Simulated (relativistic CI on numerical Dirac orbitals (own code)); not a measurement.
Computed by Dirac-Coulomb-Breit CI, KLI orbitals optimised for each configuration, model QED (radiative potential, 1s self-energy scaled to tabulated hydrogen-like ionisation energies), unscaled Slater integrals (own radial code, finite nucleus).

The strongest absorption lines from the ground level of an ion, among the configurations computed and to levels below about 55.7 eV (vacuum wavelength in Å, gf): 247.93 (0.14), 252.42 (0.33), 258.40 (0.19), 260.39 (0.57), 261.95 (0.23), 269.05 (1.4), 270.79 (0.97), 276.85 (0.31).

(1) Which ion is it?
A. At¹²⁺
B. Tl⁸⁺
C. Ir⁴⁺
D. Tl⁶⁺

Results:

(1) B. Tl⁸⁺ has 73 electrons and the ground level 5s2.5p6.5d5 6S_5/2; the strongest line goes to 5s2.5p6.5d4.6p 6P°_7/2. The pattern of lines fixes the number of electrons, and along that sequence the line energies rise steadily with the charge (about as its square where n changes within one kind of shell, about linearly where n is kept but much faster in heavy ions where fine structure, which grows about as Z⁴, sets the gap, and irregularly where shells cross), which fixes Z. Configurations outside the model, such as inner-shell arrays, can give stronger lines. At this charge configurations can still be misplaced by up to about 7 % of their energy. Terms inside the open d or f shell come out 10 to 20 % too wide with unscaled integrals. Levels and lines within the n = 5 or 6 shells can be off by up to 10 % or somewhat more, and those that change n by about 2 %, since core polarisation is missing.

LS names give the leading component of a level, which can be under half, so a name can repeat, a term be missing and a line seem to break the LS rules.
